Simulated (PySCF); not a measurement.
Screening by computed properties: pick the candidate that meets the target.

All species are isolated and taken at one optimised geometry, non-relativistic unless stated; the electronic structure was computed with PySCF and density fitting.

The conformers computed, where there is a choice (atom-mapped SMILES and torsion angles):
- `[CH:1]#[C:2][C:3]([F:4])([F:5])[SiH2:6][SiH2:7][SiH3:8]`: C2–C3–Si6–Si7 -179°, C3–Si6–Si7–Si8 -24°
- `[CH:1]#[C:2][C:3](=[C:4]=[S:5])[SiH2:6][Cl:7]`: C2–C3–Si6–Cl7 -83°
- `[CH:1]#[C:2][C@@H:3]1[SiH2:4][C@H:5]1[SiH2:6][Cl:7]`: Si4–C5–Si6–Cl7 -89°

Task: Wanted: electronic spatial extent ⟨r²⟩ about the centre of nuclear charge above 1700 bohr² (CAM-B3LYP/def2-SVPD) and HOMO energy above -9 eV (CAM-B3LYP/def2-SVPD), at GFN2-xTB geometries. Which candidate meets both?
A. `C#CC(=C=S)[SiH2]Cl`
B. `C#C[C@@H]1[SiH2][C@H]1[SiH2]Cl`
C. `FC1=C([SiH3])N([SiH3])N=C1`
D. `C#CC(F)(F)[SiH2][SiH2][SiH3]`

Result: B. Computed values:
```csv
species,electronic spatial extent ⟨r²⟩ about the centre of nuclear charge,HOMO energy
FC1=C([SiH3])N([SiH3])N=C1,1418 bohr²,-8.51 eV
C#CC(=C=S)[SiH2]Cl,1582 bohr²,-7.83 eV
C#C[C@@H]1[SiH2][C@H]1[SiH2]Cl,1754 bohr²,-8.07 eV
C#CC(F)(F)[SiH2][SiH2][SiH3],1934 bohr²,-9.44 eV
```

Task: Wanted: dipole moment below 1.7 D (CAM-B3LYP/def2-SVPD) and lowest triplet excitation (Tamm–Dancoff) below 3 eV (TDA CAM-B3LYP/def2-SVPD), at GFN2-xTB geometries. Which candidate meets both?
A. `C#CC(=C=S)[SiH2]Cl`
B. `C#C[C@@H]1[SiH2][C@H]1[SiH2]Cl`
C. `C#CC(F)(F)[SiH2][SiH2][SiH3]`
D. `FC1=C([SiH3])N([SiH3])N=C1`

Result: A. Computed values:
```csv
species,dipole moment,lowest triplet excitation (Tamm–Dancoff)
C#CC(=C=S)[SiH2]Cl,1.04 D,2.21 eV
C#C[C@@H]1[SiH2][C@H]1[SiH2]Cl,1.52 D,4.59 eV
C#CC(F)(F)[SiH2][SiH2][SiH3],1.89 D,5.18 eV
FC1=C([SiH3])N([SiH3])N=C1,2.12 D,4.26 eV
```
